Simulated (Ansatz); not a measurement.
`Cl[Si](Cl)(I)I` + H₂ → `Cl[SiH](Cl)I` + HI at 400 K and 1 bar (hydrogenolysis of the Si–I bond).

Computed with Ansatz on PBE0-D4/def2-TZVP structures; ΔE is electronic, products minus reactants. CCSD(T)/CBS adds triple-zeta CCSD(T) − MP2 to the extrapolated MP2 energy (def2 sets, frozen cores). This one scheme is used for every species. def2 core potentials past Kr. For I outer-core shells are correlated without core-valence functions, which leaves a few kJ/mol of doubt a bond.

```json
{"species": "`Cl[Si](Cl)(I)I`", "CCSD(T)/CBS energy (Eh)": "-1803.70048", "H − E (kJ/mol)": "46.7", "S (J/(mol·K))": "417.2"}
{"species": "H₂", "CCSD(T)/CBS energy (Eh)": "-1.17544", "H − E (kJ/mol)": "38.0", "S (J/(mol·K))": "139.0"}
{"species": "`Cl[SiH](Cl)I`", "CCSD(T)/CBS energy (Eh)": "-1506.81701", "H − E (kJ/mol)": "60.4", "S (J/(mol·K))": "368.3"}
{"species": "HI", "CCSD(T)/CBS energy (Eh)": "-298.03592", "H − E (kJ/mol)": "25.7", "S (J/(mol·K))": "215.0"}
```

H − E and S are ideal-gas, rigid-rotor, harmonic terms from PBE0-D4/def2-TZVP. The MP2-based limit puts H₂ 0.8 mEh under its directly extrapolated value; such offsets cancel only in part. 1 Eh = 2625.50 kJ/mol, R = 8.31446 J/(mol·K).

Question: By hand: ΔE, ΔH, ΔS and ΔG.

Answer: ΔE = (-1506.81701) + (-298.03592) − (-1803.70048) − (-1.17544) = 0.02299 Eh = 60.4 kJ/mol. Δ(H − E) = 60.4 + 25.7 − 46.7 − 38.0 = 1.4, so ΔH = 61.8 kJ/mol. ΔS = 368.3 + 215.0 − 417.2 − 139.0 = 27.1 J/(mol·K). ΔG = 61.8 − 400 × (27.1)/1000 = 51.0 kJ/mol.

Question: By hand: the equilibrium constant, and the temperature at which ΔG would vanish if ΔH and ΔS stayed fixed.

Answer: log₁₀ K = −ΔG/(RT ln 10) = -6.7. ΔG = 0 at ΔH/ΔS = 2280 K.

ΔH outweighs TΔS. A doubt of 5 kJ/mol in ΔE shifts log₁₀ K by 0.7 here. These are equilibria of isolated gas molecules and say nothing of rates. Largest T1 diagnostic: 0.008 (customary marks: 0.02 for closed shells, 0.045 for open ones).
